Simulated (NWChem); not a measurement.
The numbers come from NWChem runs, not from measurements. System: H$_{6}$Al$_{2}$O$_{2}$, charge 0, spin multiplicity 1, displaced from the optimised geometry. The structure started from a generated list of species. Level: B3LYP/def2-SVP, VWN1-RPA local correlation.

Job file:

```
start mol
memory heap 200 mb stack 900 mb global 1100 mb
geometry units angstroms nocenter noautoz
  Al     0.000000     0.000000    -1.469335
  Al     0.000000     0.000000     1.469335
  O      1.213438     0.000000     0.000000
  H      2.191865     0.000000     0.000000
  H      0.000000    -1.414808    -2.261735
  H      0.000000     1.414808    -2.261735
  O     -1.213438     0.000000     0.000000
  H     -2.191865     0.000000     0.000000
  H      0.000000    -1.414808     2.261735
  H      0.000000     1.414808     2.261735
  symmetry group D2h
end
basis spherical
  * library def2-svp
end
dft
  xc b3lyp
  semidirect memsize 60000000 filesize 0
  iterations 100
  grid fine
end
task dft gradient
```

NWChem printed:

```
             Northwest Computational Chemistry Package (NWChem) 7.3.0
             --------------------------------------------------------

                                NWChem Input Module
                                -------------------

 Scaling coordinates for geometry "geometry" by  1.889725989
 (inverse scale =  0.529177249)

 Turning off AUTOSYM since
 SYMMETRY directive was detected!

                             Geometry "geometry" -> ""
                             -------------------------

 Output coordinates in angstroms (scale by  1.889725989 to convert to a.u.)

  No.       Tag          Charge          X              Y              Z
 ---- ---------------- ---------- -------------- -------------- --------------
    1 Al                  13.0000     0.00000000     0.00000000    -1.46933500
    2 Al                  13.0000     0.00000000     0.00000000     1.46933500
    3 O                    8.0000     1.21343800     0.00000000     0.00000000
    4 H                    1.0000     2.19186500     0.00000000     0.00000000
    5 H                    1.0000     0.00000000    -1.41480800    -2.26173500
    6 H                    1.0000     0.00000000     1.41480800    -2.26173500
    7 O                    8.0000    -1.21343800     0.00000000     0.00000000
    8 H                    1.0000    -2.19186500     0.00000000     0.00000000
    9 H                    1.0000     0.00000000    -1.41480800     2.26173500
   10 H                    1.0000     0.00000000     1.41480800     2.26173500

 Effective nuclear repulsion energy (a.u.)     219.0499347951

            Nuclear Dipole moment (a.u.)
            ----------------------------
        X                 Y               Z
 ---------------- ---------------- ----------------
     0.0000000000     0.0000000000     0.0000000000

      Symmetry information
      --------------------

 Group name             D2h
 Group number             26
 Group order               8
 No. of unique centers     4

      Symmetry unique atoms

     1    3    4    5


 Summary of "ao basis" -> "" (spherical)
 ------------------------------------------------------------------------------
       Tag                 Description            Shells   Functions and Types
 ---------------- ------------------------------  ------  ---------------------
 *                          def2-svp                  on all atoms

                                 NWChem DFT Module
                                 -----------------

 Summary of "ao basis" -> "ao basis" (spherical)
 ------------------------------------------------------------------------------
       Tag                 Description            Shells   Functions and Types
 ---------------- ------------------------------  ------  ---------------------
 Al                         def2-svp                 8       18   4s3p1d
 O                          def2-svp                 6       14   3s2p1d
 H                          def2-svp                 3        5   2s1p

 Summary of "ao basis" -> "ao basis" (spherical)
 ------------------------------------------------------------------------------
       Tag                 Description            Shells   Functions and Types
 ---------------- ------------------------------  ------  ---------------------
 Al                         def2-svp                 8       18   4s3p1d
 O                          def2-svp                 6       14   3s2p1d
 H                          def2-svp                 3        5   2s1p

      Symmetry analysis of basis
      --------------------------

        ag         23
        au          3
        b1g         6
        b1u        17
        b2g         9
        b2u        12
        b3g         9
        b3u        15

            General Information
            -------------------
          SCF calculation type: DFT
          Wavefunction type:  closed shell.
          No. of atoms     :    10
          No. of electrons :    48
           Alpha electrons :    24
            Beta electrons :    24
          Charge           :     0
          Spin multiplicity:     1
          Use of symmetry is: on ; symmetry adaption is: on
          Maximum number of iterations: 100
          AO basis - number of functions:    94
                     number of shells:    46
          Convergence on energy requested:  1.00D-06
          Convergence on density requested:  1.00D-05
          Convergence on gradient requested:  5.00D-04

              XC Information
              --------------
                         B3LYP Method XC Potential
                     Hartree-Fock (Exact) Exchange  0.200
                        Slater Exchange Functional  0.800 local
                    Becke 1988 Exchange Functional  0.720 non-local
              Lee-Yang-Parr Correlation Functional  0.810
                  VWN I RPA Correlation Functional  0.190 local

             Grid Information
             ----------------
          Grid used for XC integration:  fine
          Radial quadrature: Mura-Knowles
          Angular quadrature: Lebedev.
          Tag              B.-S. Rad. Rad. Pts. Rad. Cut. Ang. Pts.
          ---              ---------- --------- --------- ---------
          Al                  1.25      123          12.0       770
          O                   0.60       70          10.0       590
          H                   0.35       60          13.0       590
          Grid pruning is: on
          Number of quadrature shells:   313
          Spatial weights used:  Erf1

          Convergence Information
          -----------------------
[...]
                  Occupations of the irreducible representations
                  ----------------------------------------------

                     irrep           alpha         beta
                     --------     --------     --------
                     ag                7.0          7.0
                     au                0.0          0.0
                     b1g               1.0          1.0
                     b1u               5.0          5.0
                     b2g               2.0          2.0
                     b2u               3.0          3.0
                     b3g               2.0          2.0
                     b3u               4.0          4.0

                       DFT Final Molecular Orbital Analysis
                       ------------------------------------

 Vector   22  Occ=2.000000D+00  E=-3.264599D-01  Symmetry=b1u
              MO Center= -4.4D-16, -6.3D-15, -3.1D-14, r^2= 6.2D+00
   Bfn.  Coefficient  Atom+Function         Bfn.  Coefficient  Atom+Function
  ----- ------------  ---------------      ----- ------------  ---------------
    42      0.227081   3 O  pz               71      0.227081   7 O  pz
     3      0.218803   1 Al s                21     -0.218803   2 Al s
    56      0.183651   5 H  s                61      0.183651   6 H  s
    85     -0.183651   9 H  s                90     -0.183651  10 H  s
    45      0.169610   3 O  pz               74      0.169610   7 O  pz

 Vector   23  Occ=2.000000D+00  E=-2.856408D-01  Symmetry=b3g
              MO Center=  2.4D-20,  7.5D-15,  2.3D-16, r^2= 7.1D+00
   Bfn.  Coefficient  Atom+Function         Bfn.  Coefficient  Atom+Function
  ----- ------------  ---------------      ----- ------------  ---------------
    56      0.231447   5 H  s                61     -0.231447   6 H  s
    85     -0.231447   9 H  s                90      0.231447  10 H  s
     9     -0.179202   1 Al py               27      0.179202   2 Al py
    12     -0.156043   1 Al py               30      0.156043   2 Al py
    57      0.145567   5 H  s                62     -0.145567   6 H  s

 Vector   24  Occ=2.000000D+00  E=-2.727760D-01  Symmetry=b2u
              MO Center=  2.4D-15, -4.3D-15, -1.9D-17, r^2= 6.8D+00
   Bfn.  Coefficient  Atom+Function         Bfn.  Coefficient  Atom+Function
  ----- ------------  ---------------      ----- ------------  ---------------
    56      0.224208   5 H  s                61     -0.224208   6 H  s
    85      0.224208   9 H  s                90     -0.224208  10 H  s
    57      0.206570   5 H  s                62     -0.206570   6 H  s
    86      0.206570   9 H  s                91     -0.206570  10 H  s
    41      0.169996   3 O  py               70      0.169996   7 O  py

 Vector   25  Occ=0.000000D+00  E=-2.030817D-02  Symmetry=b3u
              MO Center=  7.3D-15,  7.7D-17,  1.2D-14, r^2= 7.2D+00
   Bfn.  Coefficient  Atom+Function         Bfn.  Coefficient  Atom+Function
  ----- ------------  ---------------      ----- ------------  ---------------
    11      0.580375   1 Al px               29      0.580375   2 Al px
    39     -0.397038   3 O  s                68      0.397038   7 O  s
     8      0.173627   1 Al px               26      0.173627   2 Al px
    52      0.131027   4 H  s                81     -0.131027   8 H  s
    38     -0.109918   3 O  s                67      0.109918   7 O  s

 Vector   26  Occ=0.000000D+00  E= 8.034087D-03  Symmetry=ag
              MO Center= -3.9D-15, -7.2D-18, -2.2D-16, r^2= 6.9D+00
   Bfn.  Coefficient  Atom+Function         Bfn.  Coefficient  Atom+Function
  ----- ------------  ---------------      ----- ------------  ---------------
    39      0.644357   3 O  s                68      0.644357   7 O  s
    52     -0.636700   4 H  s                81     -0.636700   8 H  s
     4     -0.322642   1 Al s                22     -0.322642   2 Al s
    38      0.183805   3 O  s                67      0.183805   7 O  s
    13     -0.165697   1 Al pz               31      0.165697   2 Al pz

 Vector   27  Occ=0.000000D+00  E= 2.531522D-02  Symmetry=b2g
              MO Center=  1.1D-16,  2.8D-19, -1.1D-14, r^2= 7.8D+00
   Bfn.  Coefficient  Atom+Function         Bfn.  Coefficient  Atom+Function
  ----- ------------  ---------------      ----- ------------  ---------------
    11      0.811441   1 Al px               29     -0.811441   2 Al px
    45      0.205919   3 O  pz               74     -0.205919   7 O  pz
    42      0.181617   3 O  pz               71     -0.181617   7 O  pz
     8      0.117293   1 Al px               26     -0.117293   2 Al px
     5     -0.083817   1 Al px               23      0.083817   2 Al px

 center of mass
 --------------
 x =   0.00000000 y =   0.00000000 z =   0.00000000

 moments of inertia (a.u.)
 ------------------
         518.499303759245           0.000000000000           0.000000000000
           0.000000000000         692.471484747369           0.000000000000
           0.000000000000           0.000000000000         231.604726177028

     Multipole analysis of the density
     ---------------------------------

     L   x y z        total         alpha         beta         nuclear
     -   - - -        -----         -----         ----         -------
     0   0 0 0     -0.000000    -24.000000    -24.000000     48.000000

     1   1 0 0     -0.000000     -0.000000     -0.000000      0.000000
     1   0 1 0      0.000000      0.000000      0.000000      0.000000
     1   0 0 1      0.000000      0.000000      0.000000      0.000000

     2   2 0 0    -18.803105    -68.623106    -68.623106    118.443107
     2   1 1 0     -0.000000     -0.000000     -0.000000      0.000000
     2   1 0 1      0.000000      0.000000      0.000000      0.000000
     2   0 2 0    -35.474598    -32.033567    -32.033567     28.592536
     2   0 1 1     -0.000000     -0.000000     -0.000000      0.000000
     2   0 0 2    -36.447849   -154.985617   -154.985617    273.523385

            General Information
            -------------------
          SCF calculation type: DFT
          Wavefunction type:  closed shell.
          No. of atoms     :    10
          No. of electrons :    48
           Alpha electrons :    24
            Beta electrons :    24
          Charge           :     0
          Spin multiplicity:     1
          Use of symmetry is: on ; symmetry adaption is: on
          Maximum number of iterations: 100
          AO basis - number of functions:    94
                     number of shells:    46
          Convergence on energy requested:  1.00D-06
          Convergence on density requested:  1.00D-05
          Convergence on gradient requested:  5.00D-04

              XC Information
              --------------
                         B3LYP Method XC Potential
                     Hartree-Fock (Exact) Exchange  0.200
                        Slater Exchange Functional  0.800 local
                    Becke 1988 Exchange Functional  0.720 non-local
              Lee-Yang-Parr Correlation Functional  0.810
                  VWN I RPA Correlation Functional  0.190 local

             Grid Information
             ----------------
          Grid used for XC integration:  fine
          Radial quadrature: Mura-Knowles
          Angular quadrature: Lebedev.
          Tag              B.-S. Rad. Rad. Pts. Rad. Cut. Ang. Pts.
          ---              ---------- --------- --------- ---------
          Al                  1.25      123          12.0       770
          O                   0.60       70          10.0       590
          H                   0.35       60          13.0       590
          Grid pruning is: on
          Number of quadrature shells:   313
          Spatial weights used:  Erf1

          Convergence Information
          -----------------------
          Convergence aids based upon iterative change in
          total energy or number of iterations.
          Levelshifting, if invoked, occurs when the
          HOMO/LUMO gap drops below (HL_TOL):  1.00D-02
          DIIS, if invoked, will attempt to extrapolate
          using up to (NFOCK): 10 stored Fock matrices.

                    Damping( 0%)  Levelshifting(0.5)       DIIS
                  --------------- ------------------- ---------------
          dE  on:    start            ASAP                start
          dE off:    2 iters        100 iters           100 iters

      Screening Tolerance Information
      -------------------------------
          Density screening/tol_rho:  1.00D-10
          AO Gaussian exp screening on grid/accAOfunc:  14
          CD Gaussian exp screening on grid/accCDfunc:  20
          XC Gaussian exp screening on grid/accXCfunc:  20
          Schwarz screening/accCoul:  1.00D-08

                            NWChem DFT Gradient Module
                            --------------------------

  charge          =   0.00
  wavefunction    = closed shell

  Using symmetry

                         DFT ENERGY GRADIENTS

    atom               coordinates                        gradient
                 x          y          z           x          y          z
   1 Al      0.000000   0.000000  -2.776641    0.000000   0.000000  -0.003350
   2 Al      0.000000   0.000000   2.776641   -0.000000   0.000000   0.003350
   3 O       2.293065   0.000000   0.000000   -0.003563   0.000000   0.000000
   4 H       4.142024   0.000000   0.000000    0.016035   0.000000   0.000000
   5 H       0.000000  -2.673599  -4.274059    0.000000  -0.007958  -0.004492
   6 H       0.000000   2.673599  -4.274059    0.000000   0.007958  -0.004492
   7 O      -2.293065   0.000000   0.000000    0.003563   0.000000   0.000000
   8 H      -4.142024   0.000000   0.000000   -0.016035   0.000000   0.000000
   9 H       0.000000  -2.673599   4.274059    0.000000  -0.007958   0.004492
  10 H       0.000000   2.673599   4.274059    0.000000   0.007958   0.004492

                 ----------------------------------------
                 |  Time  |  1-e(secs)   |  2-e(secs)   |
                 ----------------------------------------
                 |  CPU   |       0.00   |       0.59   |
                 ----------------------------------------
                 |  WALL  |       0.00   |       0.59   |
                 ----------------------------------------

 Task  times  cpu:        1.7s     wall:        1.7s

 Total times  cpu:        1.7s     wall:        1.7s
```
